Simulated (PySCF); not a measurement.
MgBe: from constants to spectrum

CAM-B3LYP constants of MgBe, ¹Σ⁺ (singlet), closed shell (Mg jorge-DZP-DKH, Be jorge-DZP-DKH; spin-free X2C with a Gaussian nucleus (PySCF 2.14); masses 23.9850 and 9.0122 u):

```
ωe              : 54.1 cm⁻¹
ωexe            : 5.48 cm⁻¹
Be              : 0.19629 cm⁻¹
αe              : 0.0189 cm⁻¹
D (centrifugal) : 1.03e-05 cm⁻¹
De to Mg + Be   : 0.018 eV
```

Task: Give the band origin of the fundamental and the first lines of its P and R branches.

Result: ν0 = ωe − 2ωexe = 43.1 cm⁻¹, B0 = 0.18684, B1 = 0.16794 cm⁻¹.

| J″ | P(J″) − ν0 | R(J″) − ν0 |
| --- | --- | --- |
| 0 |  | 0.336 |
| 1 | -0.374 | 0.634 |
| 2 | -0.785 | 0.893 |
| 3 | -1.233 | 1.114 |
| 4 | -1.719 | 1.296 |
| 5 | -2.241 | 1.439 |
| 6 | -2.800 | 1.543 |

Task: Near which J would the R branch turn back, without centrifugal distortion?

Result: At J ≈ (B0 + B1)/(2(B0 − B1)) − 1 ≈ 8.4.

Closed-shell solutions of metal pairs were not tested for spin polarisation, which can lower them a little. The bond is weak. Basis-set superposition, not corrected here, can be much of De in a small basis, most of all at correlated wavefunction levels. Functionals without a dispersion term scatter widely for such bonds, and LDA overbinds them.
